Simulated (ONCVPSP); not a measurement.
# oxygen (O): variants of one ONCV potential

Base potential:

ONCVPSP 4.0.1 input, shortened (lines: element, Z, core and valence counts, functional; n l f; lmax; l rc ep ncon nbas qcut; lloc lpopt rc5 dvloc0; l nproj debl; icmod fcfact rcfact), PBE, scalar-relativistic:

```
  O 8.00    1    2        4      upf
    1    0    2.00
    2    0    2.00
    2    1    4.00
    1
    0    0.90    0.00    3    6    8.60
    1    1.85    0.00    3    6    7.10
    4    5    0.80    0.00
    0    1    3.20
    1    2    3.60
    4    0.60    0.00
```

All-electron outer shells of the reference configuration (PBE, scalar-relativistic, ld1.x):

```
shell  level (eV)  outermost node (bohr)  outermost maximum (bohr)
   1s     -514.70                      –                      0.13
   2s      -23.96                   0.28                      0.87
   2p       -9.03                      –                      0.82
```

Cutoffs, loose and tight: the cutoffs (Ha) at which the residual kinetic energy of the hardest occupied pseudo-wave falls to 1 and 0.1 mHa per electron. They do not see the model core or the augmentation charge, which bear on the density cutoff. Test errors are all-electron minus pseudo excitation energies from the reference, over the configurations 2s2 2p3; 2s2 2p2; 2s2 2p1; 2s2 2p0. A dash means not determined; rows that change the core or the reference have their own tests.

| change | outcome | cutoff, loose | cutoff, tight | bound ghosts | GHOST(+) flags above zero | largest test error (meV) |
| --- | --- | --- | --- | --- | --- | --- |
| base | generated | 33 Ha | 94 Ha | none | none | +6231 |
| p: nproj 1 | generated | 33 Ha | 94 Ha | none | none | +6231 |
| p: nbas 7 | generated | 33 Ha | 94 Ha | none | none | +6340 |
| local potential polynomial inside 0.65 bohr (lpopt 1, dvloc0 0 Ha) | generated | 33 Ha | 94 Ha | none | none | +6231 |

Q: What comes out with this change to the base: s: qcut 10.8?

A: outcome: generated; cutoff, loose: 40 Ha; cutoff, tight: 50 Ha; bound ghosts: none; GHOST(+) flags above zero: none; largest test error (meV): +6177.

Q: What comes out with this change to the base: p: qcut 8.3?

A: outcome: generated; cutoff, loose: 33 Ha; cutoff, tight: 94 Ha; bound ghosts: none; GHOST(+) flags above zero: none; largest test error (meV): +4463.

Q: What comes out with this change to the base: reference 2s2 2p3?

A: outcome: generated; cutoff, loose: 33 Ha; cutoff, tight: 97 Ha; bound ghosts: none; GHOST(+) flags above zero: none; largest test error (meV): +1635.
